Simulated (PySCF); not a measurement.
## C₆ coefficients of unlike pairs at PBE0

Calculated with PySCF 2.14 from the dipole response of each species, C₆(A,B) = (3/π) ∫ α_A(iu) α_B(iu) du, in atomic units, from isotropic polarisabilities. For ions this is the dispersion term alone; charge-induced terms of lower order in 1/R come first.

| species | configuration | basis | relativity | α (bohr³) | C₆ (like pair) |
| --- | --- | --- | --- | --- | --- |
| Mn⁺ | [Ar] 3d5 4s1 (7S) | aug-cc-pVTZ-DK (8s7p5d3f2g) | spin-free X2C | 29.62 | 155.4 |
| Al | [Ne] 3s2 3p1 (2P) | aug-cc-pCVQZ-DK (10s9p7d5f3g) | spin-free X2C | 62.44 | 553.8 |
| Te²⁺ | [Kr] 4d10 5s2 5p2 (3P) | aug-cc-pwCVTZ-PP with ECP28MDF (8s7p6d4f1g) | core potential | 14.93 | 100.4 |
| P²⁺ | [Ne] 3s2 3p1 (2P) | aug-cc-pV(T+d)Z with one added diffuse shell each of s, p, d, f type (7s6p5d3f) | none | 9.280 | 33.58 |

**Question.** Estimate C₆ for Te²⁺ with Al.

**Answer.** The integral gives 204.8. The combination rule 2 C_A C_B / (C_A α_B/α_A + C_B α_A/α_B) gives 201.3 and the geometric mean 235.8.

No spin-orbit coupling is included.

The other pairs:

```csv
pair,C₆
"Al, Mn⁺",289.6
"Te²⁺, Mn⁺",116.5
"P²⁺, Mn⁺",68.82
"P²⁺, Al",123.2
"P²⁺, Te²⁺",57.67
```
